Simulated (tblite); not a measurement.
Input of a run (GFN2-xTB geometry optimisation, gas phase (tblite 0.8.0)), started from a force field or distance geometry:
```
{"job": {"kind": "relax", "xc": "GFN2-xTB", "basis": "xTB"}, "charge": 0, "multiplicity": 1}
C      2.550500    -1.256600     0.335800
C      1.273800    -0.802900    -0.304200
O      0.659900    -1.491200    -1.141100
C      0.693100     0.506900     0.058700
C      1.260900     1.359100     0.990000
S      0.501200     2.763400     1.277600
C     -0.753700     2.259700     0.080300
C     -0.467100     1.024200    -0.447500
S     -1.529400     0.236200    -1.667200
Si    -3.020600    -0.959800    -0.660400
H      3.210700    -0.368100     0.337600
H      2.295000    -1.626700     1.356300
H      2.987000    -2.051500    -0.265200
H      2.167200     1.212700     1.531600
H     -1.618200     2.876800    -0.161100
H     -3.852600    -1.728000    -1.607700
H     -2.407500    -1.906500     0.250000
H     -3.958800    -0.041600     0.024600
```

Output (eV, eV/Å):
```
step      E/eV     max force
  0    -794.31916    3.513
  1    -794.63133    2.910
  2    -794.72986    1.394
  3    -794.78765    0.694
  4    -794.81627    0.400
  5    -794.83598    0.328
  6    -794.85197    0.325
  7    -794.86484    0.293
  8    -794.88207    0.373
  9    -794.89774    0.364
 10    -794.90868    0.231
 11    -794.91476    0.161
 12    -794.91912    0.138
 13    -794.92346    0.199
 14    -794.92741    0.171
 15    -794.93081    0.161
 16    -794.93408    0.166
 17    -794.93756    0.174
 18    -794.94117    0.165
 19    -794.94455    0.133
 20    -794.94752    0.123
 21    -794.95037    0.118
 22    -794.95361    0.142
 23    -794.95745    0.139
 24    -794.96159    0.180
 25    -794.96573    0.180
 26    -794.97001    0.157
 27    -794.97466    0.183
 28    -794.97950    0.203
 29    -794.98385    0.216
 30    -794.98729    0.157
 31    -794.98998    0.149
 32    -794.99224    0.117
 33    -794.99419    0.114
 34    -794.99593    0.113
 35    -794.99763    0.111
 36    -794.99939    0.122
 37    -795.00102    0.119
 38    -795.00234    0.125
 39    -795.00342    0.109
 40    -795.00465    0.103
 41    -795.00621    0.140
 42    -795.00776    0.134
 43    -795.00915    0.093
 44    -795.01047    0.104
 45    -795.01201    0.134
 46    -795.01384    0.140
 47    -795.01575    0.102
 48    -795.01757    0.101
 49    -795.01927    0.126
 50    -795.02090    0.123
 51    -795.02233    0.096
 52    -795.02343    0.070
 53    -795.02424    0.070
 54    -795.02488    0.079
 55    -795.02537    0.054
 56    -795.02573    0.040
 57    -795.02591    0.042
 58    -795.02615    0.041
 59    -795.02638    0.041
 60    -795.02660    0.033
 61    -795.02680    0.035
 62    -795.02700    0.035
 63    -795.02722    0.040
 64    -795.02742    0.037
 65    -795.02763    0.050
 66    -795.02784    0.051
 67    -795.02805    0.049
 68    -795.02822    0.038
 69    -795.02835    0.029
 70    -795.02844    0.027
 71    -795.02854    0.030
 72    -795.02864    0.034
 73    -795.02874    0.027
 74    -795.02884    0.023
 75    -795.02895    0.025
 76    -795.02907    0.038
 77    -795.02921    0.037
 78    -795.02932    0.022
 79    -795.02940    0.019
 80    -795.02947    0.018
 81    -795.02952    0.021
 82    -795.02958    0.019
 83    -795.02963    0.018
 84    -795.02969    0.024
 85    -795.02976    0.023
 86    -795.02983    0.022
 87    -795.02988    0.019
 88    -795.02994    0.019
 89    -795.03002    0.024
 90    -795.03009    0.020
 91    -795.03016    0.014
 92    -795.03019    0.014
 93    -795.03022    0.012
 94    -795.03024    0.011
 95    -795.03026    0.011
 96    -795.03027    0.010
 97    -795.03029    0.011
 98    -795.03031    0.013
 99    -795.03033    0.012
100    -795.03035    0.011
101    -795.03037    0.009
```

Q: Summarise the run.

A: The energy falls by 16.4 kcal/mol over 101 L-BFGS steps, the largest force on an atom goes from 3.51 to 0.009 eV/Å, and the atoms move by 0.313 Å rms after alignment. Among the bonds, C5–S6 and S6–C7 change most and about equally (-0.088 to +0.088 Å). Bonds longer at the end by more than 0.005 Å: 4 of 18; shorter: 11. Among the angles that change most is S9–Si10–H16, from 112.2° to 101.2°. Among the dihedrals that turn most is O3–C2–C4–C8, from 0° to -21°. The energy never rose by more than 1e-5 eV on the way. The first step brought 44 % of the lowering.

Q: What are the final bond lengths?

A: C1–C2 1.510 Å, C2=O3 1.210 Å, C2–C4 1.473 Å, C4–C5 1.368 Å, C5–S6 1.710 Å, S6–C7 1.719 Å, C7–C8 1.358 Å, C8–S9 1.763 Å, S9–Si10 2.155 Å, C4–C8 1.434 Å, C1–H11 1.087 Å, C1–H12 1.089 Å, C1–H13 1.087 Å, C5–H14 1.072 Å, C7–H15 1.071 Å, Si10–H16 1.451 Å, Si10–H17 1.450 Å, Si10–H18 1.463 Å. Numbering counts from 1 in the input's order; the species is `c1(C(C)=O)c(S[SiH3])csc1`.

The run took 1.1 s on one thread, Arm Neoverse V1 (aarch64), no GPU, on a shared host.

GFN2-xTB frequencies show an imaginary mode (53i cm⁻¹), so the point is no minimum at that level. 3 starts were optimised and ended at 0.00, 0.17 and 0.19 kcal/mol (GFN2-xTB); the lowest of these is shown.

All values are computed, not measured.
